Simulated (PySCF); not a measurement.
H₆NSi₂, charge +1, multiplicity 1. Atoms are numbered in the order given.

```xyz
9

Si     0.1525     1.5865     0.0000
N     -0.6013     0.1187     0.0000
Si     0.1319    -1.5616     0.0000
H      1.6268     1.5982     0.0000
H     -0.6677     2.8128     0.0000
H     -1.6259     0.1350     0.0000
H     -0.3486    -2.2175     1.2392
H      1.5914    -1.2907     0.0000
H     -0.3486    -2.2175    -1.2392
```
Charge +1, spin multiplicity 1.

Geometry: PBE0-D3(BJ)/def2-SVP. The spin state was assumed, not searched. The isomer is the one that the SMILES or the coordinates give; other isomers of the formula were not compared.

Method: PySCF with M06-2X/def2-TZVPD.

**Question.** Estimate the frontier levels, gap, dipole moment and polarisability. (The exact figures need the calculation; the answer reports its results.)

**Answer.** 
- highest occupied level = -14.98 eV
- lowest empty level = -6.89 eV
- orbital gap = 8.09 eV
- dipole moment about the centre of nuclear charge = 3.63 D
- mean static polarisability = 53.9 bohr³ (7.99 Å³)
- polarisability, principal values = 44.0, 49.7, 68.1 bohr³
